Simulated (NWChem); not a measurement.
Program: NWChem. System: C5H6, charge 1, spin multiplicity 2, at the geometry of a parent with another charge or spin, in a state set for the comparison that need not be this species' ground state. Its SCF solution wasn't tested for a lower state. Level: UB2PLYP/def2-TZVP, 5 core orbitals frozen.

NWChem printed:

```
             Northwest Computational Chemistry Package (NWChem) 7.3.0
             --------------------------------------------------------

                                NWChem Input Module
                                -------------------

 Scaling coordinates for geometry "geometry" by  1.889725989
 (inverse scale =  0.529177249)

 Turning off AUTOSYM since
 SYMMETRY directive was detected!

                             Geometry "geometry" -> ""
                             -------------------------

 Output coordinates in angstroms (scale by  1.889725989 to convert to a.u.)

  No.       Tag          Charge          X              Y              Z
 ---- ---------------- ---------- -------------- -------------- --------------
    1 C                    6.0000    -0.73502000     0.00000000     0.99331000
    2 C                    6.0000    -1.18102700     0.00000000    -0.28395000
    3 C                    6.0000     0.00000000     0.00000000    -1.21654200
    4 C                    6.0000     1.18102700     0.00000000    -0.28395000
    5 C                    6.0000     0.73502000     0.00000000     0.99331000
    6 H                    1.0000    -1.35466100     0.00000000     1.89233100
    7 H                    1.0000    -2.22144100     0.00000000    -0.61240800
    8 H                    1.0000     0.00000000     0.88180800    -1.88645500
    9 H                    1.0000     0.00000000    -0.88180800    -1.88645500
   10 H                    1.0000     2.22144100     0.00000000    -0.61240800
   11 H                    1.0000     1.35466100     0.00000000     1.89233100

 Effective nuclear repulsion energy (a.u.)     156.1428562253

            Nuclear Dipole moment (a.u.)
            ----------------------------
        X                 Y               Z
 ---------------- ---------------- ----------------
    -0.0000000000     0.0000000000     0.0000075589

      Symmetry information
      --------------------

 Group name             C2v
 Group number             16
 Group order               4
 No. of unique centers     6

      Symmetry unique atoms

     1    2    3    6    7    8


 Summary of "ao basis" -> "" (spherical)
 ------------------------------------------------------------------------------
       Tag                 Description            Shells   Functions and Types
 ---------------- ------------------------------  ------  ---------------------
 *                         def2-tzvp                  on all atoms

  dft_input: which_mp2 not specified, using semidirect MP2 by default.

                                 NWChem DFT Module
                                 -----------------

 Summary of "ao basis" -> "ao basis" (spherical)
 ------------------------------------------------------------------------------
       Tag                 Description            Shells   Functions and Types
 ---------------- ------------------------------  ------  ---------------------
 C                         def2-tzvp                11       31   5s3p2d1f
 H                         def2-tzvp                 4        6   3s1p

 Summary of "ao basis" -> "ao basis" (spherical)
 ------------------------------------------------------------------------------
       Tag                 Description            Shells   Functions and Types
 ---------------- ------------------------------  ------  ---------------------
 C                         def2-tzvp                11       31   5s3p2d1f
 H                         def2-tzvp                 4        6   3s1p

      Symmetry analysis of basis
      --------------------------

        a1         71
        a2         26
        b1         60
        b2         34

            General Information
            -------------------
          SCF calculation type: DFT
          Wavefunction type:  spin polarized.
          No. of atoms     :    11
          No. of electrons :    35
           Alpha electrons :    18
            Beta electrons :    17
          Charge           :     1
          Spin multiplicity:     2
          Use of symmetry is: on ; symmetry adaption is: on
          Maximum number of iterations: 100
          AO basis - number of functions:   191
                     number of shells:    79
[...]
   5 passes of   3:        5242880                     100360                  32091604.
   5 passes of   3: M     44308456           G      144106238           F      39065576.

 Semi-direct pass number   1 of   5  for UHF alpha       at       17.5s
  vrange nnbf                 18151
  mp2_eaftype                   122  avail_ma_in_mb                   385
 EAF : mp2_eaftype filesize         122   16045802.
  mp2_eaf for mointskh                    122
Node 0 wrote     75.4 Mb in      0.0 s     Agg I/O rate:  2690.6 Mb/s
 Done moints_semi at       29.0s
  mp2_eaftype                   122  avail_ma_in_mb                   385
 EAF : mp2_eaftype filesize         122   16045802.
  mp2_eaf for kh                   122
 Done maket at       29.2s
 Semi-direct pass number   2 of   5  for UHF alpha       at       29.2s
  vrange nnbf                 18151
  mp2_eaftype                   122  avail_ma_in_mb                   385
 EAF : mp2_eaftype filesize         122   16045802.
  mp2_eaf for mointskh                    122
Node 0 wrote     75.4 Mb in      0.0 s     Agg I/O rate:  2721.5 Mb/s
 Done moints_semi at       40.6s
  mp2_eaftype                   122  avail_ma_in_mb                   385
 EAF : mp2_eaftype filesize         122   16045802.
  mp2_eaf for kh                   122
 Done maket at       40.7s
 Semi-direct pass number   3 of   5  for UHF alpha       at       40.7s
  vrange nnbf                 18151
  mp2_eaftype                   122  avail_ma_in_mb                   385
 EAF : mp2_eaftype filesize         122   16045802.
  mp2_eaf for mointskh                    122
Node 0 wrote     75.4 Mb in      0.0 s     Agg I/O rate:  2729.1 Mb/s
 Done moints_semi at       52.2s
  mp2_eaftype                   122  avail_ma_in_mb                   385
 EAF : mp2_eaftype filesize         122   16045802.
  mp2_eaf for kh                   122
 Done maket at       52.4s
 Semi-direct pass number   4 of   5  for UHF alpha       at       52.4s
  vrange nnbf                 18151
  mp2_eaftype                   122  avail_ma_in_mb                   385
 EAF : mp2_eaftype filesize         122   16045802.
  mp2_eaf for mointskh                    122
Node 0 wrote     75.4 Mb in      0.0 s     Agg I/O rate:  2724.7 Mb/s
 Done moints_semi at       63.8s
  mp2_eaftype                   122  avail_ma_in_mb                   385
 EAF : mp2_eaftype filesize         122   16045802.
  mp2_eaf for kh                   122
 Done maket at       64.0s
 Semi-direct pass number   5 of   5  for UHF alpha       at       64.0s
  vrange nnbf                 18151
  mp2_eaftype                   122  avail_ma_in_mb                   385
 EAF : mp2_eaftype filesize         122   16045802.
  mp2_eaf for mointskh                    122
Node 0 wrote     25.1 Mb in      0.0 s     Agg I/O rate:  2678.8 Mb/s
 Done moints_semi at       75.2s
  mp2_eaftype                   122  avail_ma_in_mb                   385
 EAF : mp2_eaftype filesize         122   16045802.
  mp2_eaf for kh                   122
 Done maket at       75.2s
 Done multipass loop at       75.2s

 GA uses MA = F    GA memory limited = T

 Available:
  local mem=  4.43D+07
 global mem=  1.44D+08
 local disk=  0.00D+00
  mp2_memr nvloc                   174
  nvloc new                   174
   1 passes of  12:        5242880                     178779                 128919928.
   1 passes of  12: M     44308456           G      144106238           F      39065576.
  mp2_memr nvloc                   174
  nvloc new                   174
   2 passes of   6:        5242880                     126600                  64491139.
   2 passes of   6: M     44308456           G      144106238           F      39065576.
  mp2_memr nvloc                   174
  nvloc new                   174
   3 passes of   4:        5242880                     109207                  43014876.
   3 passes of   4: M     44308456           G      144106238           F      39065576.
  mp2_memr nvloc                   174
  nvloc new                   174
   4 passes of   3:        5242880                     100510                  32276744.
   4 passes of   3: M     44308456           G      144106238           F      39065576.

 Semi-direct pass number   1 of   4  for UHF beta        at       75.4s
  vrange nnbf                 18151
  mp2_eaftype                   123  avail_ma_in_mb                   385
 EAF : mp2_eaftype filesize         123   16138372.
  mp2_eaf for mointskh                    123
Node 0 wrote     75.8 Mb in      0.0 s     Agg I/O rate:  2682.5 Mb/s
 Done moints_semi at       86.8s
  mp2_eaftype                   123  avail_ma_in_mb                   385
 EAF : mp2_eaftype filesize         123   16138372.
  mp2_eaf for kh                   123
 Done maket at       86.9s
 Semi-direct pass number   2 of   4  for UHF beta        at       86.9s
  vrange nnbf                 18151
  mp2_eaftype                   123  avail_ma_in_mb                   385
 EAF : mp2_eaftype filesize         123   16138372.
  mp2_eaf for mointskh                    123
Node 0 wrote     75.8 Mb in      0.0 s     Agg I/O rate:  2681.8 Mb/s
 Done moints_semi at       98.4s
  mp2_eaftype                   123  avail_ma_in_mb                   385
 EAF : mp2_eaftype filesize         123   16138372.
  mp2_eaf for kh                   123
 Done maket at       98.5s
 Semi-direct pass number   3 of   4  for UHF beta        at       98.5s
  vrange nnbf                 18151
  mp2_eaftype                   123  avail_ma_in_mb                   385
 EAF : mp2_eaftype filesize         123   16138372.
  mp2_eaf for mointskh                    123
Node 0 wrote     75.8 Mb in      0.0 s     Agg I/O rate:  2671.2 Mb/s
 Done moints_semi at      109.9s
  mp2_eaftype                   123  avail_ma_in_mb                   385
 EAF : mp2_eaftype filesize         123   16138372.
  mp2_eaf for kh                   123
 Done maket at      110.1s
 Semi-direct pass number   4 of   4  for UHF beta        at      110.1s
  vrange nnbf                 18151
  mp2_eaftype                   123  avail_ma_in_mb                   385
 EAF : mp2_eaftype filesize         123   16138372.
  mp2_eaf for mointskh                    123
Node 0 wrote     75.8 Mb in      0.0 s     Agg I/O rate:  2671.0 Mb/s
 Done moints_semi at      121.5s
  mp2_eaftype                   123  avail_ma_in_mb                   385
 EAF : mp2_eaftype filesize         123   16138372.
  mp2_eaf for kh                   123
 Done maket at      121.6s
 Done multipass loop at      121.6s

          -------------------------------------------
          DFT energy                    -193.435048037104
          Unscaled MP2 energy             -0.890333368090
          Total DFT+MP2 energy          -193.675438046489
          -------------------------------------------

 -----------------------
 Performance information
 -----------------------

 Timer overhead =  9.64D-08 seconds/call

               Nr. of calls         CPU time (s)                 Wall time (s)                GFlops
             ---------------    -------------------     ------------------------------   -------------------
Name         Min   Avg   Max    Min     Avg     Max     Min     Avg     Max   Mx/calls   Min     Max     Sum
mp2: moin     9     9     9   1.03E+2 1.03E+2 1.03E+2  1.03E+2 1.03E+2 1.03E+2  11.      0.0     0.0     0.0
mp2: make     9     9     9    1.3     1.3     1.3      1.3     1.3     1.3    0.14      0.0     0.0     0.0
mp2: tota     1     1     1   1.04E+2 1.04E+2 1.04E+2  1.04E+2 1.04E+2 1.04E+2 1.04E+2   0.0     0.0     0.0

 The average no. of pstat calls per process was 1.90D+01
 with a timing overhead of 1.83D-06s

 Task  times  cpu:      121.6s     wall:      121.6s

 Total times  cpu:      121.6s     wall:      121.6s
```

Q: Write an NWChem input that would produce this output.

A: Several could match; the one computed here: 
```
start mol
memory heap 200 mb stack 900 mb global 1100 mb
charge 1
geometry units angstroms nocenter noautoz
  C     -0.735020     0.000000     0.993310
  C     -1.181027     0.000000    -0.283950
  C      0.000000     0.000000    -1.216542
  C      1.181027     0.000000    -0.283950
  C      0.735020     0.000000     0.993310
  H     -1.354661     0.000000     1.892331
  H     -2.221441     0.000000    -0.612408
  H      0.000000     0.881808    -1.886455
  H      0.000000    -0.881808    -1.886455
  H      2.221441     0.000000    -0.612408
  H      1.354661     0.000000     1.892331
  symmetry group C2v
end
basis spherical
  * library def2-tzvp
end
dft
  xc hfexch 0.53 becke88 0.47 lyp 0.73 mp2 0.27
  dftmp2
  odft
  mult 2
  semidirect memsize 60000000 filesize 0
  iterations 100
end
mp2
  freeze core 5
end
task dft energy
```
